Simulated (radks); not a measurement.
Q: All-electron calculation, non-relativistic Kohn-Sham, LDA (Slater exchange, VWN5 correlation), spin-polarised, spherical densities, point nucleus; open shells are filled with parallel spins first (spin-orbit coupling, left out, can overturn this in heavy ions). Program: a radial shooting solver on a logarithmic mesh with Libxc functionals. Response by self-consistent Sternheimer equations with the Hartree and adiabatic LDA kernel. Estimate the static dipole polarisabilities of As4+ ([Ar] 3d10 4s1) and Zn+ ([Ar] 3d10 4s1) and the C6 coefficients of the three pairs.

A: alpha = 4.152 and 16.97 bohr^3; C6 = 8.159 (As4+-As4+), 23.18 (As4+-Zn+), 70.86 (Zn+-Zn+) hartree bohr^6.
